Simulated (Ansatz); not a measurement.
`[OH][Ti]([OH])([Cl])[Cl]` + `CSB(C)C` → `C[S][Ti]([OH])([Cl])[Cl]` + `CB(C)O`  (redistribution)

Computed with Ansatz on PBE0-D4/def2-TZVP structures; ΔE is electronic, products minus reactants. CCSD(T)/CBS is the MP2 limit (def2-TZVPP, def2-QZVPP) plus CCSD(T) − MP2 in def2-TZVPP, frozen cores. Functionals use def2-TZVPP. B3LYP here is the variant with VWN-RPA as its local correlation; programs differ in this. For Ti outer-core shells are correlated without core-valence functions, which leaves a few kJ/mol of doubt a bond. Scalar relativity is left out up to krypton. One conformer a species, not always the lowest.

```tsv
level	ΔE (kJ/mol)	difference from CCSD(T)/CBS
PBE-D4	-20.0	5.5
r2SCAN-D4	-19.3	6.2
PBE0-D4	-19.2	6.3
B3LYP-D4	-22.9	2.6
ωB97M-V	-17.3	8.2
PBE	-19.0	6.5
r2SCAN	-19.1	6.4
B3LYP	-21.2	4.3
HF/def2-TZVPP	-10.7	14.8
MP2/def2-TZVPP	-31.9	-6.4
SCS-MP2/def2-TZVPP	-27.5	-2.0
CCSD(T)/def2-TZVPP	-24.5	1.0
MP2/def2-QZVPP	-32.6	-7.1
SCS-MP2/def2-QZVPP	-27.9	-2.4
HF/CBS(def2)	-11.0	14.5
MP2/CBS(def2)	-33.0	-7.5
CCSD(T)/CBS	-25.5	0
```

Largest T1 diagnostic among the species: 0.025, so the coupled-cluster value is less sure than usual.

In def2-TZVPP, CCSD(T) changes the Hartree–Fock value by −13.8 kJ/mol (the triples alone add −8.1 kJ/mol) and MP2 by −21.2 kJ/mol.
